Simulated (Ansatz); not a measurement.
Reaction (formal exchange of groups at the Si–O bond): `O[SiH2]S[SiH](F)F` + ethylene → `C=C[SiH2]S[SiH](F)F` + H₂O

Calculated with Ansatz (gas phase, PBE0-D4/def2-TZVP geometries, no zero-point term in ΔE). CCSD(T)/CBS is the MP2 limit (def2-TZVPP, def2-QZVPP) plus CCSD(T) − MP2 in def2-TZVPP, frozen cores. This one scheme is used for every species. Functionals use def2-TZVPP. B3LYP here is the variant with VWN-RPA as its local correlation; programs differ in this. One conformer a species, not always the lowest.

```tsv
level	ΔE (kJ/mol)	difference from CCSD(T)/CBS
PBE-D4	78.9	-7.3
B3LYP-D4	87.4	1.2
ωB97X-V	89.3	3.1
ωB97M-V	89.2	3.0
B2PLYP	96.0	9.8
PBE	86.6	0.4
r2SCAN	92.0	5.8
MP2/def2-TZVPP	86.6	0.4
SCS-MP2/def2-TZVPP	91.3	5.1
CCSD/def2-TZVPP	91.3	5.1
HF/def2-QZVPP	110.0	23.8
MP2/def2-QZVPP	85.9	-0.3
SCS-MP2/def2-QZVPP	90.7	4.5
HF/CBS(def2)	110.1	23.9
MP2/CBS(def2)	84.8	-1.4
CCSD/CBS(def2)	89.5	3.3
CCSD(T)/CBS	86.2	0
```

Largest T1 diagnostic among the species: 0.012.

In def2-TZVPP, CCSD(T) changes the Hartree–Fock value by −21.2 kJ/mol (the triples alone add −3.3 kJ/mol) and MP2 by −22.5 kJ/mol. The D4 term adds −12.1 kJ/mol with B3LYP and −7.2 kJ/mol with PBE0; it sums over pairs of atoms, weighted by their polarisabilities, and B3LYP, whose exchange is more repulsive, gets the larger term.

CCSD(T)/CBS has its own doubt, a few kJ/mol and more with outer-core shells, so smaller differences from it don't rank the levels.
